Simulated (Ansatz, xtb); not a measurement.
Relaxing a trial structure of GaGeH4N

The starting geometry of this gas-phase triplet was built from a drawn formula by distance geometry and a force field; its bonds are those of `[Ga][NH][GeH3]`.

```tsv
atom	x (Å)	y (Å)	z (Å)
Ga	-2.5222	1.3798	-0.8884
Ge	0.6813	0.9483	-0.8499
N	-1.0235	0.2398	-0.7454
H	-1.1119	-0.2220	0.0779
H	0.8865	1.8846	0.3679
H	0.9532	1.7270	-2.1709
H	1.7730	-0.2397	-0.7638
```

Task: Where would you expect an optimisation with r2SCAN-D4/def2-SVP to take it?

Result: It keeps its bonds, and is `[Ga][NH][GeH3]`.

The energy falls by 0.28 eV over 7 steps:

```json
{"step": "1", "E − E(last) (eV)": "0.283"}
{"step": "2", "E − E(last) (eV)": "0.020"}
{"step": "3", "E − E(last) (eV)": "0.009"}
{"step": "4", "E − E(last) (eV)": "0.004"}
{"step": "5", "E − E(last) (eV)": "0.002"}
{"step": "6", "E − E(last) (eV)": "0.000"}
{"step": "7", "E − E(last) (eV)": "0.000"}
```

Final geometry (Å):

```xyz
7

Ga   -2.5047    1.3728   -0.9694
Ge    0.7269    0.9913   -0.7997
N    -1.0012    0.3198   -0.6922
H    -1.1496   -0.4076    0.0091
H     1.0662    1.9616    0.3481
H     0.8319    1.7089   -2.1475
H     1.6669   -0.2290   -0.7209
```

From the same start GFN2-xTB ends elsewhere, differing in Ga1–H6 (1.81 against 3.55 Å here), Ge2–H6 (3.66 against 1.53 Å here).

The end wasn't checked by frequencies. Open shells are spin-unrestricted. The triplet needn't be the ground state. Run with Ansatz 0.2.0, 50 s on 2 threads of Intel(R) Xeon(R) Platinum 8259CL CPU @ 2.50GHz (Skylake/Cascade Lake) (shared host).
